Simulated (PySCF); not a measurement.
C5H7F, SMILES C=C(C)C(F)=C.

The structure is a stationary point at PBE0-D3(BJ)/def2-SVP. One conformer was computed; it need not be the lowest.

Computed with HF/def2-TZVP run with PySCF.

Symmetry labels are those of the subgroup Cs that the program uses (full group Cs).

Computed valence orbital energies around the gap with their symmetry:
```tsv
orbital	symmetry	energy (eV)
HOMO−7	A'	-16.46
HOMO−6	A'	-16.13
HOMO−5	A"	-15.82
HOMO−4	A'	-15.43
HOMO−3	A'	-14.37
HOMO−2	A'	-13.95
HOMO−1	A"	-11.48
HOMO	A"	-9.06
LUMO	A"	2.68
LUMO+1	A'	3.84
LUMO+2	A'	4.92
LUMO+3	A'	5.40
```
